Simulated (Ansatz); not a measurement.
```yaml
crystal:
  periodic: [false, false, false]
  atoms:
    - {symbol: Si, position_ang: [-1.110544, 1.026528, -0.896353]}
    - {symbol: C, position_ang: [0.007291, -0.129135, 0.009389]}
    - {symbol: C, position_ang: [0.153353, -1.439791, 0.224313]}
    - {symbol: Si, position_ang: [1.438661, -0.515072, 1.079341]}
    - {symbol: H, position_ang: [-2.185666, 0.289354, -1.613982]}
    - {symbol: H, position_ang: [-1.725628, 1.969180, 0.073856]}
    - {symbol: H, position_ang: [-0.312594, 1.807466, -1.876981]}
    - {symbol: H, position_ang: [-0.385121, -2.325702, -0.092225]}
    - {symbol: H, position_ang: [1.381328, -0.284395, 2.541237]}
    - {symbol: H, position_ang: [2.822020, -0.449632, 0.554305]}
basis:
  gaussian: {orbitals: ANO-RCC-VTZP}
hamiltonian: {xc: {name: HF}}
correlation: {method: mp2, frozen_orbitals: {Si: 0}}
accuracy: high
```

```sh
$ ansatz run in.yaml --threads 2 --pin off --events-out ev --progress --plain --max-ram 4352MiB
```

Output, abridged:

```
Functional definition: HF
Error: "frozen_orbitals" has no count for C
```

Problem. Something in this input is off. What?

Solution. Frozen orbitals are typed for one element alone, and the program wants a count for each. The input was rejected before any iteration.
